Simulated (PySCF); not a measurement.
CBr₃, charge +1, multiplicity 1. Atoms are numbered in the order given.

```xyz
4

Br    -1.8176     0.0000     0.0000
C      0.0000     0.0000     0.0000
Br     0.9088    -1.5741     0.0000
Br     0.9088     1.5741     0.0000
```
Charge +1, spin multiplicity 1.

Geometry: TPSSh-D3(BJ)/def2-SVP. The multiplicity is an assumed one; no other spin state was optimised. The isomer is the one that the SMILES or the coordinates give; other isomers of the formula were not compared.

Calculation: ωB97X/def2-TZVP (PySCF).

Atomic charges (e):

| atom | Löwdin | IAO |
|---|---|---|
| Br1 | (withheld) | 0.39 |
| C2 | (withheld) | -0.17 |
| Br3 | (withheld) | 0.39 |
| Br4 | (withheld) | 0.39 |

Question: Some entries are withheld; supply them. (Estimate from the structure and the level; the computed values follow.)

Answer: 
- Br1, Löwdin: 0.66
- C2, Löwdin: -0.99
- Br3, Löwdin: 0.66
- Br4, Löwdin: 0.66

Computed Mayer and Wiberg (Löwdin basis) orders of the bonds:
| bond | Mayer | Wiberg |
|---|---|---|
| Br1–C2 | 1.42 | 2.00 |
| C2–Br3 | 1.42 | 2.00 |
| C2–Br4 | 1.42 | 2.00 |
